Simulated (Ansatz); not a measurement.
Geometry optimisation, RKS PBE0-D4/6-31G* in Ansatz.

Input file:

```yaml
crystal:
  periodic: [false, false, false]
  atoms:
    - { symbol: O, position_ang: [0.17396, 1.57835, -0.6779] }
    - { symbol: C, position_ang: [0.44774, 0.49315, 0.21632] }
    - { symbol: C, position_ang: [-0.4795, -0.68079, 0.02615] }
    - { symbol: Na, position_ang: [-0.18554, -2.35864, 1.62395] }
    - { symbol: H, position_ang: [0.04852, 1.19503, -1.55407] }
    - { symbol: H, position_ang: [0.34672, 0.93746, 1.21042] }
    - { symbol: H, position_ang: [1.49917, 0.18603, 0.07662] }
    - { symbol: H, position_ang: [-0.34394, -1.04793, -1.00057] }
    - { symbol: H, position_ang: [-1.50714, -0.30267, 0.07907] }
basis:
  gaussian: { orbitals: "6-31G*" }
hamiltonian:
  xc: pbe0
  dispersion: d4
relax:
  f_tol: 0.02
  max_steps: 50
```

Launched with:

```bash
$ ansatz run input.yaml --threads 1 --pin off --max-ram 2048MiB --backend cpu --events-out ev --progress --plain --runs-dir out
```

Where does it end, and by what steps?

The forces met the threshold. After 5 steps the energy has fallen by 0.027 eV; H8 moved furthest, 0.09 Å.

```json
{"step": "0", "energy less start (eV)": "0.0000", "largest force component (eV/Å)": "0.425", "accepted": "yes"}
{"step": "1", "energy less start (eV)": "-0.0249", "largest force component (eV/Å)": "0.146", "accepted": "yes"}
{"step": "2", "energy less start (eV)": "-0.0264", "largest force component (eV/Å)": "0.062", "accepted": "yes"}
{"step": "3", "energy less start (eV)": "-0.0270", "largest force component (eV/Å)": "0.035", "accepted": "yes"}
{"step": "4", "energy less start (eV)": "-0.0271", "largest force component (eV/Å)": "0.023", "accepted": "yes"}
{"step": "5", "energy less start (eV)": "-0.0272", "largest force component (eV/Å)": "0.012", "accepted": "yes"}
```

```xyz
9
Properties=species:S:1:pos:R:3
O 0.203 1.613 -0.678
C 0.455 0.509 0.202
C -0.473 -0.662 0.021
Na -0.219 -2.344 1.591
H -0.005 1.208 -1.532
H 0.370 0.943 1.206
H 1.506 0.184 0.086
H -0.319 -1.125 -0.967
H -1.519 -0.326 0.072
```

Whether the end is a true minimum wasn't checked by a vibrational analysis.

The run took 32 s on 1 thread of Intel(R) Xeon(R) Processor @ 2.70GHz, with other jobs on the host, peak memory 0.16 GiB.
